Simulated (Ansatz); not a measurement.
Cost and result up the ladder for AlGaAs2 (4 atoms). Charge 0, multiplicity 1. Geometry: r2SCAN-D4/def2-SVP.

```xyz
4

Al    1.302    0.373    0.941
Ga   -1.018   -1.140   -0.748
As    0.758    0.402   -1.349
As   -1.042    0.365    1.157
```

Ansatz on 4 threads of Arm Neoverse V2 on a shared host. Times are rough, and most runs start from the orbitals of an earlier one. No level here is sound enough to serve as a yardstick. Binding counts from free atoms at the same level (Al doublet, Ga doublet, As quartet; other spins of the atoms weren't run), without zero-point energy or a counterpoise term.

LC-ωPBE has ω = 0.4 bohr⁻¹. B3LYP takes the VWN-RPA correlation. Correlated methods freeze 32 core orbitals; core or outer-core shells of Ga, As are correlated, in sets that lack core-valence functions. Another isomer (singlet) lies 0.94 eV lower at PBE0-D4/def2-TZVP; other spin states weren't run for this one.

Correlated methods converge slowly with the basis.

```json
{"level": "PBE-D4/def2-TZVP (with forces)", "functions": "181", "wall time": "2.5 s", "binding energy per atom (eV)": "2.11", "remarks": "restricted SCF unstable in HF"}
{"level": "LC-ωPBE/def2-TZVP", "functions": "181", "wall time": "3.5 s", "binding energy per atom (eV)": "1.59", "remarks": "restricted SCF unstable in HF"}
{"level": "B3LYP-D4/def2-TZVP", "functions": "181", "wall time": "4.5 s", "binding energy per atom (eV)": "1.90", "remarks": "restricted SCF unstable in HF"}
{"level": "PBE0-D4/def2-TZVP", "functions": "181", "wall time": "4.5 s", "binding energy per atom (eV)": "1.93", "remarks": "restricted SCF unstable in HF"}
{"level": "r2SCAN-D4/def2-TZVP", "functions": "181", "wall time": "5.5 s", "binding energy per atom (eV)": "2.00", "remarks": "restricted SCF unstable in HF"}
{"level": "CCSD(T)/def2-TZVPP", "functions": "186", "wall time": "61 s", "binding energy per atom (eV)": "1.82", "remarks": "restricted SCF unstable"}
```
